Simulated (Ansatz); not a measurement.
## Ligand exchange: C2H9ClSi2 + KOH → C2H10OSi2 + KCl

Gas-phase species: C2H9ClSi2 `CC[SiH]([SiH3])Cl`, singlet; KOH `[OH][K]`, singlet; C2H10OSi2 `CC[SiH](O)[SiH3]`, singlet; KCl, singlet. The partners trade Cl for OH: Si–Cl and K–OH bonds give way to Si–OH and K–Cl.

Shapes, held fixed at every level: PBE0-D4/def2-TZVP. Flexible molecules stand in one conformer, not always the lowest. Programs: Ansatz 0.2.0. Electronic energies: no zero-point or thermal term.

```tsv
level	kind	ΔE (kJ/mol)	less CCSD(T)/def2-TZVPP
PBE-D4/def2-TZVPP	GGA	-121.8	+19.0
wB97M-V/def2-TZVPP	range-separated hybrid	-137.4	+3.4
wB97X-V/def2-TZVPP	range-separated hybrid	-139.1	+1.7
B2PLYP/def2-TZVPP	double hybrid	-137.9	+2.9
MP2/def2-TZVPP	perturbation theory	-133.2	+7.6
CCSD/def2-TZVPP	coupled cluster or CI	-145.9	-5.1
CCSD(T)/def2-TZVPP	coupled cluster or CI	-140.8	0.0
```

The highest level, CCSD(T)/def2-TZVPP, gives ΔE = -140.8 kJ/mol; the levels span -145.9 to -121.8. The column of differences is taken from that level and isn't an error. No measured value is set beside it here. Outer-core shells of K are correlated, in sets that cover them unevenly. Sets without diffuse functions underbind ionic bonds of s-block metals.
